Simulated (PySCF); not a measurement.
A structure optimised at PBE-D3(BJ)/def2-TZVP, used in a PySCF frequency run:

```xyz
9

C     -0.2322    -1.2379     0.0000
N      0.4103    -0.1306     0.0000
C     -0.1694     1.2142     0.0000
H     -1.3248    -1.2270     0.0000
H      0.3181    -2.1812     0.0000
H      1.4374    -0.1717     0.0000
H      0.1841     1.7466     0.8939
H     -1.2618     1.1438     0.0000
H      0.1841     1.7466    -0.8939
```
Charge +1, spin multiplicity 1.

Problem. Write its SMILES, formula and point group.

Solution. C=[NH+]C, C₂H₆N, Cs

Problem. What are its rotational constants (standard atomic weights)?

Solution. 47.758, 9.7657, 8.5497 GHz
